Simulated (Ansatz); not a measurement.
Isolated molecules relaxed with PBE0-D4/def2-TZVP in Ansatz; ΔE leaves out vibrations. CCSD(T)/CBS adds triple-zeta CCSD(T) − MP2 to the extrapolated MP2 energy (def2 sets, frozen cores). DFT in def2-TZVPP. B3LYP here is the variant with VWN-RPA as its local correlation; programs differ in this. One conformer a species, not always the lowest.

Consider the isomerisation: `CCN1BC1` → `BC(C)C=N`.

```csv
level,ΔE (eV)
r2SCAN,0.50
B3LYP,0.43
```

Task: What does CCSD(T)/CBS give? (An estimate is asked.)

Result: Ansatz gave: +0.39 eV. The listed levels differ from it by 0.11, 0.04 eV.

Largest T1 diagnostic among the species: 0.012.

In def2-TZVPP, CCSD(T) changes the Hartree–Fock value by +0.21 eV (the triples alone add +0.01 eV) and MP2 by +0.32 eV.
